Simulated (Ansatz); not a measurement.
Reactions of AlH$_{7}$OSi$_{2}$ (`O[SiH2][AlH][SiH3]`).

Isolated molecules relaxed with PBE0-D4/def2-TZVP in Ansatz; ΔE leaves out vibrations. CBS: MP2 limit from def2 TZ/QZ plus the TZ coupled-cluster correction, frozen cores. This one scheme is used for every species. DFT in def2-TZVPP. One conformer a species, not always the lowest.

```json
{"reaction": "`O[SiH2][AlH][SiH3]` + `CN[SiH2]Cl` → `CN([SiH2]O)[SiH2]Cl` + `[AlH2][SiH3]`", "CCSD/CBS(def2) (kcal/mol)": "-17.7", "B2PLYP (kcal/mol)": "-16.9", "r2SCAN-D4 (kcal/mol)": "-16.1", "CCSD(T)/CBS(def2) (kcal/mol)": "-17.8"}
{"reaction": "`O[SiH2][AlH][SiH3]` + H₂S → `[SiH3][AlH][SH]` + silanol", "CCSD/CBS(def2) (kcal/mol)": "-31.8", "B2PLYP (kcal/mol)": "-32.5", "r2SCAN-D4 (kcal/mol)": "-31.4", "CCSD(T)/CBS(def2) (kcal/mol)": "-31.7"}
{"reaction": "`O[SiH2][AlH][SiH3]` + `C#COC[SiH3]` → `[SiH3]C[O][AlH][SiH3]` + `C#C[SiH2]O`", "CCSD/CBS(def2) (kcal/mol)": "-67.7", "B2PLYP (kcal/mol)": "-66.7", "r2SCAN-D4 (kcal/mol)": "-63.6", "CCSD(T)/CBS(def2) (kcal/mol)": "-67.4"}
{"reaction": "`O[SiH2][AlH][SiH3]` + `O=CC(O)S` → `O=CC(O)[SiH2]O` + `[SiH3][AlH][SH]`", "CCSD/CBS(def2) (kcal/mol)": "-42.0", "B2PLYP (kcal/mol)": "-41.9", "r2SCAN-D4 (kcal/mol)": "-41.4", "CCSD(T)/CBS(def2) (kcal/mol)": "-41.6"}
{"reaction": "`O[SiH2][AlH][SiH3]` + `C=C[Si](N)(F)OC` → `[NH2][Al]([SiH3])[SiH2]O` + `C=C[SiH](F)OC`", "CCSD/CBS(def2) (kcal/mol)": "-6.4", "B2PLYP (kcal/mol)": "-7.5", "r2SCAN-D4 (kcal/mol)": "-6.6", "CCSD(T)/CBS(def2) (kcal/mol)": "-6.9"}
{"reaction": "`O[SiH2][AlH][SiH3]` + `CO[SiH2]N` → `CO[SiH2]N[SiH2]O` + `[AlH2][SiH3]`", "CCSD/CBS(def2) (kcal/mol)": "-19.7", "B2PLYP (kcal/mol)": "-19.1", "r2SCAN-D4 (kcal/mol)": "-18.3", "CCSD(T)/CBS(def2) (kcal/mol)": "-19.6"}
{"reaction": "`O[SiH2][AlH][SiH3]` + `C[SiH2][SiH](F)Cl` → `O[SiH2][AlH][Cl]` + `C[SiH2][SiH](F)[SiH3]`", "CCSD/CBS(def2) (kcal/mol)": "-13.7", "B2PLYP (kcal/mol)": "-13.9", "r2SCAN-D4 (kcal/mol)": "-13.8", "CCSD(T)/CBS(def2) (kcal/mol)": "-13.6"}
{"reaction": "`O[SiH2][AlH][SiH3]` + `C[SiH2]O` → `C[SiH2]O[SiH3]` + `O[SiH2][AlH2]`", "CCSD/CBS(def2) (kcal/mol)": "-24.7", "B2PLYP (kcal/mol)": "-24.8", "r2SCAN-D4 (kcal/mol)": "-21.5", "CCSD(T)/CBS(def2) (kcal/mol)": "-23.6"}
{"reaction": "`O[SiH2][AlH][SiH3]` → `[AlH2][SiH2]O[SiH3]`", "CCSD/CBS(def2) (kcal/mol)": "-23.8", "B2PLYP (kcal/mol)": "-24.1", "r2SCAN-D4 (kcal/mol)": "-20.7", "CCSD(T)/CBS(def2) (kcal/mol)": "-22.8"}
{"reaction": "`O[SiH2][AlH][SiH3]` → `O[SiH2][AlH2]` + `[SiH2]`", "CCSD/CBS(def2) (kcal/mol)": "56.8", "B2PLYP (kcal/mol)": "56.6", "r2SCAN-D4 (kcal/mol)": "64.4", "CCSD(T)/CBS(def2) (kcal/mol)": "58.2"}
```

Largest T1 diagnostic: 0.015, for `O=CC(O)S`.
